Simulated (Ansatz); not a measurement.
Reaction (ligand exchange at a Zr–O bond): `C[O][Zr]([OH])([OH])[SH]` + H–F → `[OH][Zr]([OH])([F])[SH]` + CH₃OH

Calculated with Ansatz (gas phase, PBE0-D4/def2-TZVP geometries, no zero-point term in ΔE). CBS: MP2 limit from def2 TZ/QZ plus the TZ coupled-cluster correction, frozen cores. This one scheme is used for every species. Functionals use def2-TZVPP. def2 core potentials past Kr. For Zr outer-core shells are correlated without core-valence functions, which leaves a few kJ/mol of doubt a bond. Each species was taken in one conformer, which may not be the lowest.

`C[O][Zr]([OH])([OH])[SH]`:

Cartesian coordinates in Å:
```
C 2.193 0.048 0.685
O 0.898 0.023 0.184
Zr -0.901 -0.049 -0.441
O -1.807 1.551 0.109
O -0.951 -0.354 -2.333
S -2.029 -2.007 0.592
H 2.363 0.961 1.265
H 2.921 0.015 -0.132
H 2.365 -0.815 1.337
H -2.187 2.417 0.215
H -0.762 -0.401 -3.265
H -2.106 -1.389 1.785
```

H–F:

Z-matrix (Å, degrees):
```
F
H 1 0.920
```

`[OH][Zr]([OH])([F])[SH]`:

```xyz
8

O    -0.894    0.157    1.756
Zr   -0.300   -0.224   -0.012
O     1.494   -0.862   -0.118
F    -1.431   -1.534   -0.821
S    -0.459    1.914   -1.233
H    -1.057    0.252    2.690
H     2.400   -1.126    0.009
H     0.247    1.424   -2.270
```

CH₃OH:

Z-matrix (Å, degrees):
```
C
O 1 1.409
H 1 1.097 2 112.4
H 1 1.090 2 107.0 3 -118.5
H 1 1.097 2 112.4 3 123.0
H 2 0.959 1 108.5 3 -61.6
```

CCSD(T)/CBS gives -8.1 kcal/mol.

Question: Another level gave -11.1 kcal/mol. Which?
A. r2SCAN-D4/def2-TZVPP
B. B2PLYP/def2-TZVPP
C. CCSD(T)/def2-TZVPP
D. MP2/def2-TZVPP

Answer: A. r2SCAN-D4 -11.1, CCSD(T)/def2-TZVPP -7.9, B2PLYP -9.9, MP2/def2-TZVPP -6.7 kcal/mol.

Largest T1 diagnostic among the species: 0.017.

In def2-TZVPP, CCSD(T) changes the Hartree–Fock value by +3.5 kcal/mol (the triples alone add +0.5 kcal/mol) and MP2 by +4.7 kcal/mol. The D4 term adds +1.7 kcal/mol with B3LYP and +1.0 kcal/mol with PBE0; it sums over pairs of atoms, weighted by their polarisabilities, and B3LYP, whose exchange is more repulsive, gets the larger term.

B3LYP here is the variant with VWN-RPA as its local correlation; programs differ in this.
